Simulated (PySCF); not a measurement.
Vertical excitations of a molecule C₃H₅NOSi from TDA-PBE/def2-SVPD (PySCF), as energy in eV (oscillator strength): 2.75 (0.000), 4.15 (0.038), 4.59 (0.016), 5.31 (0.008), 5.48 (0.000), 5.70 (0.007), 6.08 (0.003), 6.13 (0.017), 6.20 (0.004), 6.39 (0.041). Lowest triplet (TDA): 2.25 eV. The structure is a stationary point at ωB97X-D3(BJ)/def2-SVP. Other conformers were not sampled.

Identify the compound among the candidates.
A. O=C1C=N[SiH2]C1
B. O=C[Si@H]1C=NC1
C. C=C[Si@@H]1N=CO1
D. O[Si@H]1C=CN=C1

D, O[Si@H]1C=CN=C1
